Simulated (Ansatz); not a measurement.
Born–Oppenheimer molecular dynamics of C4H16N2Si2 (24 atoms, charge 0, multiplicity 1). It starts from a relaxed structure.

All numbers below come from RKS PBE/STO-3G in Ansatz.

```
ensemble                      : NVE (Milne-controlled integrator)
time step                     : 0.5 fs
steps asked                   : 165
starting velocities drawn for : 1500 K
seed                          : 3536
```

Frames 5 fs apart, positions in Å, forces in eV/Å.

Velocities at 10 fs (Å/ps):

```
Si 3.60 4.50 -1.53
Si -10.43 -0.85 7.64
H -0.41 -1.98 -26.06
H -57.57 11.39 20.66
H 27.43 -21.48 -10.04
N 5.09 4.95 -10.94
C 8.45 2.32 -14.03
H -12.18 -19.00 -19.46
H -61.23 13.73 -8.29
H 23.67 -39.61 -19.95
C 7.67 3.23 -2.28
H 10.69 -25.61 3.52
H 49.12 22.18 -22.28
H -16.69 19.30 68.21
H 4.91 4.38 1.56
N -3.05 -3.57 4.96
C -0.03 -4.77 5.96
H 5.21 0.17 23.12
H 47.50 -0.50 27.07
H 14.53 -25.42 -78.67
C -4.55 -0.83 5.86
H 2.47 -2.08 1.69
H -9.93 -27.71 15.07
H -3.01 -28.10 -9.66
```

```xyz
24
Properties=species:S:1:pos:R:3:forces:R:3 time_fs=10 energy_less_start_eV=1.674 T=911
Si 0.068 -0.178 -0.074 2.17 0.72 2.01
Si 0.114 -0.210 2.311 0.12 0.14 0.33
H -1.016 0.645 2.703 -0.55 -0.99 0.04
H 0.416 -1.381 3.277 -0.82 1.03 -1.42
H 1.019 0.767 2.836 1.19 0.27 -0.26
N 1.623 -0.008 -1.052 -0.35 -0.34 -0.92
C 2.622 -1.102 -0.842 0.46 -0.24 2.11
H 2.145 -2.108 -0.730 -0.05 0.38 -0.41
H 3.489 -1.158 -1.548 -0.65 0.28 -0.29
H 3.057 -0.856 0.160 0.67 -0.74 0.02
C 2.352 1.333 -0.966 -2.77 -0.79 -2.06
H 3.303 1.432 -1.498 0.38 -0.59 -0.39
H 1.615 2.013 -1.423 0.15 0.68 -0.33
H 2.456 1.680 0.014 0.81 0.83 3.03
H -0.600 1.052 -0.442 -0.51 0.28 -0.24
N -0.526 -1.755 -0.506 -2.04 -2.24 0.10
C -1.807 -2.408 0.217 1.67 1.94 0.10
H -1.484 -2.593 1.253 -0.08 -0.04 0.47
H -2.719 -1.748 0.249 0.44 -0.08 -0.19
H -2.126 -3.376 -0.210 0.46 -0.07 -0.51
C -0.832 -1.887 -1.958 -1.38 -0.37 -0.28
H -1.769 -1.329 -2.199 0.06 0.07 -0.46
H -0.045 -1.584 -2.669 0.48 0.15 0.25
H -1.078 -2.954 -2.083 0.13 -0.31 -0.70
24
Properties=species:S:1:pos:R:3:forces:R:3 time_fs=15 energy_less_start_eV=1.558 T=952
Si 0.094 -0.155 -0.074 0.85 -0.34 1.58
Si 0.065 -0.211 2.347 1.48 2.62 -2.32
H -1.108 0.580 2.602 -0.42 0.21 0.36
H 0.061 -1.274 3.263 -0.02 -1.46 0.50
H 1.225 0.657 2.756 -0.84 -0.61 -0.13
N 1.644 0.014 -1.109 -0.85 -0.05 0.99
C 2.645 -1.101 -0.883 0.56 -0.10 -0.78
H 2.119 -2.073 -0.880 -0.29 -0.10 -0.17
H 3.336 -1.079 -1.792 -0.28 -0.18 1.12
H 3.244 -1.090 0.074 -0.08 0.42 -0.43
C 2.371 1.351 -0.963 -0.07 1.15 1.95
H 3.389 1.251 -1.469 -0.71 0.07 0.99
H 1.848 2.178 -1.553 0.04 -0.80 0.71
H 2.441 1.732 0.231 0.34 -0.93 -3.43
H -0.626 1.089 -0.458 -0.04 -0.48 0.00
N -0.555 -1.787 -0.480 -0.33 -0.24 -0.13
C -1.780 -2.435 0.243 1.63 1.18 -0.68
H -1.485 -2.633 1.315 -0.08 -0.75 -0.74
H -2.603 -1.679 0.344 -0.42 -0.64 -0.56
H -1.991 -3.322 -0.476 -0.34 1.03 2.03
C -0.869 -1.909 -1.932 0.21 -1.03 -1.35
H -1.770 -1.324 -2.248 0.11 -0.01 -0.22
H 0.000 -1.666 -2.601 -0.29 0.47 0.57
H -1.071 -2.995 -2.169 -0.16 0.56 0.15
24
Properties=species:S:1:pos:R:3:forces:R:3 time_fs=20 energy_less_start_eV=2.099 T=762
Si 0.128 -0.134 -0.059 -0.33 -1.83 1.27
Si 0.025 -0.196 2.367 -1.27 -0.31 -1.56
H -1.261 0.536 2.576 1.13 0.35 0.16
H -0.303 -1.377 3.254 0.92 0.53 -1.02
H 1.296 0.448 2.667 -0.28 0.26 0.87
N 1.651 0.036 -1.152 -1.18 0.08 1.94
C 2.668 -1.103 -0.929 -0.77 -0.77 -2.54
H 2.046 -2.035 -1.069 0.49 0.35 0.66
H 3.236 -1.042 -1.900 0.44 -0.23 0.76
H 3.408 -1.241 -0.088 -0.74 0.69 0.09
C 2.385 1.380 -0.944 0.35 -2.87 -4.02
H 3.382 1.088 -1.276 0.83 0.51 -0.45
H 2.061 2.217 -1.567 -0.77 0.20 -0.35
H 2.515 1.672 0.015 0.16 1.57 4.84
H -0.673 1.037 -0.482 0.05 -0.28 -0.04
N -0.589 -1.823 -0.458 1.83 1.71 -1.09
C -1.719 -2.429 0.265 -0.84 1.64 0.12
H -1.495 -2.832 1.266 0.28 -0.07 0.24
H -2.596 -1.724 0.333 -0.06 -0.47 0.27
H -1.960 -3.192 -0.456 -1.07 -1.57 0.12
C -0.905 -1.944 -1.926 0.86 0.72 -0.55
H -1.746 -1.321 -2.340 0.04 -0.01 0.36
H 0.020 -1.640 -2.447 0.04 0.26 -0.38
H -1.100 -2.981 -2.250 -0.14 -0.46 0.29
24
Properties=species:S:1:pos:R:3:forces:R:3 time_fs=25 energy_less_start_eV=2.435 T=644
Si 0.159 -0.129 -0.034 -0.93 -2.48 0.91
Si -0.022 -0.181 2.372 -0.11 -1.10 -2.05
H -1.208 0.595 2.598 0.06 1.06 0.37
H -0.470 -1.423 3.066 0.88 0.34 -0.58
H 1.294 0.281 2.764 -0.16 0.33 0.84
N 1.641 0.058 -1.163 0.13 -0.21 1.60
C 2.672 -1.113 -1.012 -0.63 0.94 -2.23
H 2.039 -1.993 -1.128 -0.11 -0.95 0.35
H 3.279 -1.045 -1.955 -0.12 -0.11 0.32
H 3.428 -1.240 -0.212 -0.47 0.49 0.84
C 2.413 1.372 -0.953 2.04 0.45 3.42
H 3.482 1.052 -1.141 -0.61 0.83 -0.58
H 2.128 2.252 -1.614 -0.14 -0.93 0.52
H 2.559 1.774 0.237 -1.06 -0.95 -3.31
H -0.716 0.928 -0.518 -0.09 0.30 -0.13
N -0.594 -1.833 -0.454 1.83 1.74 -1.56
C -1.673 -2.406 0.289 -3.61 -4.06 -0.06
H -1.449 -3.012 1.222 0.31 1.44 -0.03
H -2.645 -1.847 0.379 0.40 0.58 0.75
H -2.103 -3.307 -0.347 1.08 1.45 0.73
C -0.924 -1.969 -1.932 1.67 0.94 -0.18
H -1.725 -1.317 -2.361 -0.37 0.01 0.43
H 0.030 -1.566 -2.364 -0.44 -0.63 -0.78
H -1.148 -3.027 -2.256 0.43 0.54 0.40
24
Properties=species:S:1:pos:R:3:forces:R:3 time_fs=30 energy_less_start_eV=1.474 T=981
Si 0.182 -0.144 -0.002 -1.61 -1.36 -0.23
Si -0.070 -0.171 2.360 1.61 2.16 -1.30
H -1.092 0.850 2.696 0.42 -0.51 0.03
H -0.469 -1.454 2.766 -0.41 -1.15 0.60
H 1.230 0.183 3.034 -1.04 -0.24 -0.35
N 1.631 0.075 -1.147 1.08 -0.91 0.35
C 2.658 -1.113 -1.125 -0.64 -0.32 0.72
H 2.055 -2.087 -1.100 0.69 1.00 -0.33
H 3.351 -1.068 -2.032 -0.90 -0.02 0.73
H 3.322 -1.125 -0.197 -0.44 0.10 -0.68
C 2.473 1.362 -0.916 -0.68 -2.07 -4.26
H 3.525 1.170 -1.143 0.46 -0.17 -0.07
H 2.135 2.152 -1.603 -0.25 0.20 -0.46
H 2.394 1.755 0.010 -0.25 1.72 4.86
H -0.758 0.866 -0.569 0.51 -0.05 0.35
N -0.571 -1.815 -0.474 0.29 0.35 -0.24
C -1.684 -2.438 0.315 -0.33 1.50 1.58
H -1.315 -2.920 1.235 0.28 0.49 0.67
H -2.624 -1.837 0.577 1.06 0.14 -0.06
H -2.113 -3.275 -0.174 -0.44 -1.61 -1.83
C -0.914 -1.971 -1.940 0.40 1.52 0.52
H -1.769 -1.324 -2.287 0.04 -0.33 0.09
H -0.017 -1.605 -2.466 0.16 -0.17 -0.61
H -1.126 -3.024 -2.189 0.01 -0.25 -0.07
24
Properties=species:S:1:pos:R:3:forces:R:3 time_fs=35 energy_less_start_eV=2.496 T=622
Si 0.193 -0.171 0.029 -0.53 -0.93 -1.10
Si -0.107 -0.149 2.337 0.10 -0.92 0.02
H -0.915 1.014 2.798 -0.42 -0.97 -0.43
H -0.519 -1.617 2.576 -0.06 2.04 0.31
H 0.985 0.043 3.256 0.83 -0.12 -0.17
N 1.639 0.078 -1.126 0.47 -0.84 -0.55
C 2.627 -1.109 -1.219 -0.22 1.28 1.59
H 2.146 -2.074 -1.146 -0.94 -0.90 -0.39
H 3.337 -1.089 -2.072 -0.31 0.36 -0.09
H 3.158 -0.993 -0.273 1.46 -0.63 0.38
C 2.518 1.336 -0.905 -2.77 2.22 1.65
H 3.620 1.271 -1.154 -0.77 -0.49 0.77
H 2.090 2.067 -1.662 0.48 -0.09 0.54
H 2.234 1.855 0.188 1.61 -1.41 -2.84
H -0.709 0.817 -0.553 -0.01 0.56 0.19
N -0.540 -1.789 -0.498 -0.27 -0.46 1.04
C -1.701 -2.465 0.362 2.76 0.06 -0.17
H -1.151 -2.724 1.333 -0.73 -0.91 -1.17
H -2.445 -1.750 0.781 -0.78 -0.01 -0.97
H -2.122 -3.379 -0.250 0.62 1.82 1.53
C -0.892 -1.947 -1.941 0.01 -0.64 -0.66
H -1.824 -1.389 -2.198 0.01 0.09 -0.48
H -0.072 -1.694 -2.682 -0.42 0.35 0.92
H -1.094 -3.043 -2.128 -0.10 0.54 0.09
24
Properties=species:S:1:pos:R:3:forces:R:3 time_fs=40 energy_less_start_eV=2.515 T=615
Si 0.199 -0.205 0.051 0.16 0.54 -1.70
Si -0.140 -0.131 2.315 2.61 0.42 0.71
H -0.844 0.998 2.817 -1.33 0.43 -0.18
H -0.620 -1.432 2.476 -1.36 -1.01 0.79
H 0.871 -0.132 3.401 0.38 -0.03 -1.04
N 1.653 0.067 -1.111 -0.82 -0.19 0.13
C 2.587 -1.090 -1.272 1.69 -1.39 1.34
H 2.101 -2.137 -1.281 0.17 1.61 0.04
H 3.284 -1.032 -2.181 -1.00 0.30 0.73
H 3.254 -1.013 -0.347 0.12 -1.03 -0.91
C 2.515 1.336 -0.881 -0.90 -1.85 -4.51
H 3.605 1.253 -1.024 0.08 -0.64 -0.13
H 2.123 2.019 -1.660 0.36 0.54 0.06
H 2.352 1.764 0.021 -0.81 2.01 4.45
H -0.644 0.876 -0.485 0.05 0.16 0.21
N -0.514 -1.772 -0.506 -0.54 -0.78 1.18
C -1.667 -2.472 0.408 2.80 4.94 -0.88
H -1.093 -2.726 1.280 0.24 -1.27 1.12
H -2.405 -1.691 0.772 -0.06 -0.86 -0.70
H -2.074 -3.275 -0.141 -1.02 -1.72 -0.90
C -0.876 -1.931 -1.949 -2.02 -0.62 0.45
H -1.859 -1.442 -2.203 0.36 0.23 -0.17
H -0.158 -1.695 -2.742 0.87 0.67 0.24
H -1.088 -3.007 -2.061 -0.03 -0.47 -0.32
24
Properties=species:S:1:pos:R:3:forces:R:3 time_fs=45 energy_less_start_eV=1.771 T=877
Si 0.206 -0.234 0.058 0.30 1.89 -1.50
Si -0.155 -0.113 2.299 -0.78 -0.99 1.58
H -1.016 1.015 2.768 0.62 -0.44 -0.58
H -0.977 -1.334 2.538 0.36 1.00 0.13
H 0.862 -0.306 3.337 0.27 0.33 -0.46
N 1.655 0.053 -1.093 -0.96 0.52 1.56
C 2.574 -1.086 -1.294 1.51 0.31 -0.60
H 2.022 -2.007 -1.408 -0.73 -1.03 0.09
H 3.088 -0.895 -2.258 0.16 -0.18 -0.24
H 3.409 -1.243 -0.565 -0.31 0.06 0.34
C 2.486 1.324 -0.888 0.23 1.12 3.14
H 3.590 1.090 -0.910 -0.62 0.05 -0.59
H 2.231 2.106 -1.661 0.16 -0.35 0.46
H 2.410 1.841 0.232 -0.39 -1.26 -2.95
H -0.570 0.969 -0.372 0.14 -0.50 0.02
N -0.498 -1.767 -0.495 -0.96 -0.96 0.42
C -1.577 -2.418 0.435 0.30 -2.55 -1.76
H -1.069 -2.941 1.336 -0.95 1.39 -0.96
H -2.444 -1.744 0.637 0.38 0.15 0.81
H -2.121 -3.324 -0.094 1.42 1.62 0.36
C -0.890 -1.927 -1.952 0.09 -0.61 0.08
H -1.842 -1.434 -2.253 -0.22 0.33 0.17
H -0.107 -1.568 -2.692 -0.31 -0.37 0.95
H -1.081 -3.030 -2.068 0.31 0.48 -0.45
24
Properties=species:S:1:pos:R:3:forces:R:3 time_fs=50 energy_less_start_eV=2.244 T=711
Si 0.215 -0.250 0.053 0.43 1.15 -0.22
Si -0.174 -0.102 2.294 -2.00 -2.10 0.38
H -1.086 0.983 2.607 0.89 0.98 0.07
H -1.277 -1.103 2.640 1.57 0.51 -0.30
H 0.925 -0.410 3.174 0.24 0.44 0.46
N 1.642 0.046 -1.051 -0.13 0.22 1.46
C 2.581 -1.087 -1.325 -1.29 -1.59 -3.45
H 1.854 -1.968 -1.509 1.37 0.75 0.49
H 2.959 -0.810 -2.382 0.13 -0.76 1.31
H 3.478 -1.467 -0.739 -0.74 0.88 0.48
C 2.461 1.320 -0.856 1.09 -1.72 -3.31
H 3.502 0.941 -0.923 0.14 0.75 -0.04
H 2.340 2.151 -1.617 -0.36 -0.90 0.12
H 2.361 1.758 0.068 -0.62 1.61 3.68
H -0.482 0.979 -0.265 -0.50 0.24 -0.62
N -0.496 -1.778 -0.477 0.15 -0.22 -0.87
C -1.479 -2.390 0.427 -2.56 0.93 -0.44
H -1.175 -2.932 1.305 1.32 0.28 1.47
H -2.399 -1.759 0.667 0.99 0.01 0.36
H -1.968 -3.183 -0.072 -0.76 -1.84 -1.87
C -0.909 -1.930 -1.948 0.24 0.82 1.26
H -1.841 -1.373 -2.260 0.23 -0.33 0.35
H -0.067 -1.492 -2.499 0.23 -0.01 -0.63
H -1.017 -3.006 -2.180 -0.06 -0.10 -0.15
```

Of the whole run (82 fs, mean temperature of the second half 761 K): The conserved energy stayed within 0.12 meV per atom of its start (net change -0.014 meV per atom), so the integration is sound. Over the second half the temperature averaged 0.51 of the 1500 K drawn at the start: a run that starts near a minimum puts about half its kinetic energy into the potential. A run of 0.083 ps of so small a system gives no equilibrium averages. Limits of this set-up: minimal basis.

The run took 21 min on 1 thread of Arm Neoverse V2 (shared host), peak memory 0.14 GiB.
